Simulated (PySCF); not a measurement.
HNaO (SMILES [OH][Na]), singlet, geometry from GFN2-xTB (such geometries of metal compounds can be far from the true shape), with bond 1-2 at 3.0 times its length; PySCF with B3LYP/def2-SVP.

The PySCF input:
```python
from pyscf import gto, scf, dft

mol = gto.Mole()
mol.atom = '''
    Na   -3.19318679   -1.72647272   -2.62690812
    O     0.68596288    0.34473088    0.56471073
    H     1.19025406    1.04452643    0.97309857
'''
mol.basis = 'def2-svp'
mol.verbose = 4
mol.build()

mf = dft.RKS(mol)
mf.xc = 'b3lyp'
mf.kernel()
mo_i, mo_e, stable_i, stable_e = mf.stability(internal=True, external=True, return_status=True, nroots=6, tol=1e-6)
print('internally stable:', stable_i, ' externally stable:', stable_e)
if not stable_e:
    umf = mf.to_uhf() if not hasattr(mf, 'xc') else mf.to_uks()
    umf.scf_summary = {}
    umf.kernel(umf.make_rdm1(mo_e, umf.mo_occ))
```

The log (banner, timings and long lists left out):

```
PySCF version 2.14.0

[INPUT] verbose = 4
[INPUT] num. atoms = 3
[INPUT] num. electrons = 20
[INPUT] charge = 0
[INPUT] spin (= nelec alpha-beta = 2S) = 0
[INPUT] symmetry False subgroup None
[INPUT] Mole.unit = angstrom
[INPUT] Symbol           X                Y                Z      unit          X                Y                Z       unit  Magmom
[...]
nuclear repulsion = 13.9282232153921
number of shells = 16
number of NR pGTOs = 64
number of NR cGTOs = 34
basis = def2-svp
ecp = {}

******** <class 'pyscf.dft.rks.RKS'> ********
method = RKS
initial guess = minao
damping factor = 0
level_shift factor = 0
DIIS = <class 'pyscf.scf.diis.CDIIS'>
diis_start_cycle = 1
diis_space = 8
diis_damp = 0
SCF conv_tol = 1e-09
SCF conv_tol_grad = None
SCF max_cycles = 50
direct_scf = True
direct_scf_tol = 1e-13
XC library pyscf.dft.libxc version 7.1.2
    S. Lehtola, C. Steigemann, M. J. T. Oliveira, and M. A. L. Marques,  SoftwareX 7, 1–5 (2018)
XC functionals = b3lyp
    P. J. Stephens, F. J. Devlin, C. F. Chabalowski, and M. J. Frisch,  J. Phys. Chem. 98, 11623 (1994)
radial grids:
    Treutler-Ahlrichs [JCP 102, 346 (1995); DOI:10.1063/1.469408] (M4) radial grids

becke partition: Becke, JCP 88, 2547 (1988); DOI:10.1063/1.454033
pruning grids: <function nwchem_prune>
grids dens level: 3
symmetrized grids: False
atomic radii adjust function: <function treutler_atomic_radii_adjust>
small_rho_cutoff = 0
Set gradient conv threshold to 3.16228e-05
Initial guess from minao.
tot grids = 41992
init E= -237.765136272108
cycle= 1 E= -237.57978608047  delta_E= 0.185  |g|= 1.07  |ddm|= 1.32
cycle= 2 E= -227.120608108493  delta_E= 10.5  |g|= 2.28  |ddm|= 4.82
cycle= 3 E= -237.531325844945  delta_E= -10.4  |g|= 1.17  |ddm|= 4.84
cycle= 4 E= -237.588967039877  delta_E= -0.0576  |g|= 1.04  |ddm|= 0.132

cycle= 5 E= -237.160810384882  delta_E= 0.428  |g|= 0.916  |ddm|=  2.9
cycle= 6 E= -237.756067111427  delta_E= -0.595  |g|= 0.467  |ddm|= 2.83

cycle= 7 E= -233.635875135408  delta_E= 4.12  |g|= 1.83  |ddm|= 3.84

cycle= 8 E= -233.637875191784  delta_E= -0.002  |g|= 1.83  |ddm|= 0.00393

cycle= 9 E= -233.634068435503  delta_E= 0.00381  |g|= 1.83  |ddm|= 0.0164

cycle= 10 E= -233.640714013572  delta_E= -0.00665  |g|= 1.83  |ddm|= 1.24

cycle= 11 E= -233.650388585574  delta_E= -0.00967  |g|= 1.82  |ddm|= 0.895
cycle= 12 E= -237.091783861486  delta_E= -3.44  |g|= 1.06  |ddm|= 2.49
cycle= 13 E= -237.748140922191  delta_E= -0.656  |g|=  0.5  |ddm|= 2.78
cycle= 14 E= -237.764254126162  delta_E= -0.0161  |g|= 0.415  |ddm|= 0.0887
cycle= 15 E= -233.620267050495  delta_E= 4.14  |g|= 1.85  |ddm|=  3.8

cycle= 16 E= -233.561466831574  delta_E= 0.0588  |g|= 1.91  |ddm|= 2.76
cycle= 17 E= -233.558297439297  delta_E= 0.00317  |g|= 1.91  |ddm|= 2.78
cycle= 18 E= -233.613303724255  delta_E= -0.055  |g|= 1.86  |ddm|= 0.373
cycle= 19 E= -233.601493960717  delta_E= 0.0118  |g|= 1.88  |ddm|= 0.57
cycle= 20 E= -233.667116907068  delta_E= -0.0656  |g|= 1.83  |ddm|= 1.56

cycle= 21 E= -233.606659117918  delta_E= 0.0605  |g|= 1.86  |ddm|= 0.407
cycle= 22 E= -237.752339549497  delta_E= -4.15  |g|= 0.481  |ddm|= 3.86
cycle= 23 E= -237.737526023177  delta_E= 0.0148  |g|= 0.553  |ddm|= 0.0629

cycle= 24 E= -233.563690209004  delta_E= 4.17  |g|=  1.9  |ddm|=    4

cycle= 25 E= -233.556857226666  delta_E= 0.00683  |g|=  1.9  |ddm|= 2.41

cycle= 26 E= -233.557655508316  delta_E= -0.000798  |g|=  1.9  |ddm|= 0.531

cycle= 27 E= -233.582621172038  delta_E= -0.025  |g|= 1.88  |ddm|= 0.37

cycle= 28 E= -233.571455173932  delta_E= 0.0112  |g|= 1.89  |ddm|= 0.969
cycle= 29 E= -233.561977244414  delta_E= 0.00948  |g|=  1.9  |ddm|= 0.598

cycle= 30 E= -233.562055710051  delta_E= -7.85e-05  |g|=  1.9  |ddm|= 0.904
cycle= 31 E= -237.721570324124  delta_E= -4.16  |g|= 0.623  |ddm|= 4.01
cycle= 32 E= -237.702473280583  delta_E= 0.0191  |g|= 0.699  |ddm|= 0.0577

cycle= 33 E= -233.51590657168  delta_E= 4.19  |g|= 1.93  |ddm|= 4.13

[...]
SCF not converged.
<class 'pyscf.dft.rks.RKS'> wavefunction has an internal instability
<class 'pyscf.dft.rks.RKS'> wavefunction has an real -> complex instability
<class 'pyscf.dft.rks.RKS'> wavefunction has an RHF/RKS -> UHF/UKS instability
internally stable: False  externally stable: False
[...]
atomic radii adjust function: <function treutler_atomic_radii_adjust>
small_rho_cutoff = 0
Set gradient conv threshold to 3.16228e-05
init E= -237.859440013074
cycle= 1 E= -237.797603106804  delta_E= 0.0618  |g|= 0.498  |ddm|= 0.932
cycle= 2 E= -237.356894282861  delta_E= 0.441  |g|= 1.08  |ddm|= 1.36
cycle= 3 E= -237.889002336034  delta_E= -0.532  |g|= 0.139  |ddm|= 1.21
cycle= 4 E= -237.714700175228  delta_E= 0.174  |g|= 0.452  |ddm|=  1.1
cycle= 5 E= -237.893529690984  delta_E= -0.179  |g|= 0.0966  |ddm|= 1.06
cycle= 6 E= -237.723454746666  delta_E= 0.17  |g|= 0.427  |ddm|= 1.05
cycle= 7 E= -237.727303723306  delta_E= -0.00385  |g|= 0.415  |ddm|= 0.00976
cycle= 8 E= -237.717116862218  delta_E= 0.0102  |g|= 0.445  |ddm|= 0.0254
cycle= 9 E= -237.716960954911  delta_E= 0.000156  |g|= 0.445  |ddm|= 0.00182
cycle= 10 E= -237.727643611794  delta_E= -0.0107  |g|= 0.414  |ddm|= 0.027
cycle= 11 E= -237.894818407435  delta_E= -0.167  |g|= 0.0818  |ddm|= 1.03
cycle= 12 E= -237.719625584357  delta_E= 0.175  |g|= 0.44  |ddm|= 1.03
cycle= 13 E= -237.711635163496  delta_E= 0.00799  |g|= 0.461  |ddm|= 0.0237
cycle= 14 E= -237.891494288527  delta_E= -0.18  |g|= 0.118  |ddm|= 1.08
cycle= 15 E= -237.699595328795  delta_E= 0.192  |g|= 0.491  |ddm|= 1.08
cycle= 16 E= -237.700538784449  delta_E= -0.000943  |g|= 0.489  |ddm|= 0.00211
cycle= 17 E= -237.699175249821  delta_E= 0.00136  |g|= 0.492  |ddm|= 0.00299
cycle= 18 E= -237.698901611399  delta_E= 0.000274  |g|= 0.493  |ddm|= 0.000759
cycle= 19 E= -237.706379671233  delta_E= -0.00748  |g|= 0.474  |ddm|= 0.0158
cycle= 20 E= -237.881980039815  delta_E= -0.176  |g|= 0.185  |ddm|= 1.16
cycle= 21 E= -237.691513340299  delta_E= 0.19  |g|= 0.511  |ddm|= 1.16
cycle= 22 E= -237.696967755117  delta_E= -0.00545  |g|= 0.498  |ddm|= 0.0111

cycle= 23 E= -237.85933513703  delta_E= -0.162  |g|= 0.262  |ddm|= 1.28
cycle= 24 E= -237.872249110621  delta_E= -0.0129  |g|= 0.232  |ddm|= 0.149
cycle= 25 E= -237.719821610065  delta_E= 0.152  |g|= 0.437  |ddm|= 1.25
cycle= 26 E= -237.724643844279  delta_E= -0.00482  |g|= 0.423  |ddm|= 0.0135
cycle= 27 E= -237.719942253735  delta_E= 0.0047  |g|= 0.437  |ddm|= 0.0148
cycle= 28 E= -237.7204992321  delta_E= -0.000557  |g|= 0.435  |ddm|= 0.0115

cycle= 29 E= -237.218371970402  delta_E= 0.502  |g|= 0.707  |ddm|= 1.84

cycle= 30 E= -237.21677664727  delta_E= 0.0016  |g|= 0.71  |ddm|= 0.0079
cycle= 31 E= -237.876611322678  delta_E= -0.66  |g|= 0.214  |ddm|= 1.26
cycle= 32 E= -237.881975260064  delta_E= -0.00536  |g|= 0.185  |ddm|= 0.0786
cycle= 33 E= -237.89713859156  delta_E= -0.0152  |g|= 0.0502  |ddm|= 0.363
cycle= 34 E= -237.735594545697  delta_E= 0.162  |g|= 0.421  |ddm|= 0.968
cycle= 35 E= -237.716650018079  delta_E= 0.0189  |g|= 0.454  |ddm|= 0.0897
cycle= 36 E= -237.718471818811  delta_E= -0.00182  |g|= 0.45  |ddm|= 0.00837
cycle= 37 E= -237.719271606438  delta_E= -0.0008  |g|= 0.448  |ddm|= 0.0027
cycle= 38 E= -237.720474036782  delta_E= -0.0012  |g|= 0.446  |ddm|= 0.00563
cycle= 39 E= -237.717839563184  delta_E= 0.00263  |g|= 0.451  |ddm|= 0.0131
cycle= 40 E= -237.71276050316  delta_E= 0.00508  |g|= 0.461  |ddm|= 0.024
cycle= 41 E= -237.715524075462  delta_E= -0.00276  |g|= 0.453  |ddm|= 0.00853

cycle= 42 E= -233.532296479068  delta_E= 4.18  |g|= 1.35  |ddm|= 2.88

cycle= 43 E= -233.54227071657  delta_E= -0.00997  |g|= 1.34  |ddm|= 0.185

cycle= 44 E= -233.540948732673  delta_E= 0.00132  |g|= 1.34  |ddm|= 0.417

cycle= 45 E= -233.543011244669  delta_E= -0.00206  |g|= 1.34  |ddm|= 0.173

cycle= 46 E= -233.558514287633  delta_E= -0.0155  |g|= 1.33  |ddm|= 0.891

cycle= 47 E= -233.55747765463  delta_E= 0.00104  |g|= 1.33  |ddm|= 0.941

cycle= 48 E= -234.707504558857  delta_E= -1.15  |g|=  1.6  |ddm|= 1.94
cycle= 49 E= -237.685592409678  delta_E= -2.98  |g|= 0.536  |ddm|= 2.66
cycle= 50 E= -237.647704581491  delta_E= 0.0379  |g|= 0.622  |ddm|= 0.0642
SCF not converged.
SCF energy = -237.647704581491 after 50 cycles  <S^2> = 0.00034512567  2S+1 = 1.00069
```

Convergence was not reached.
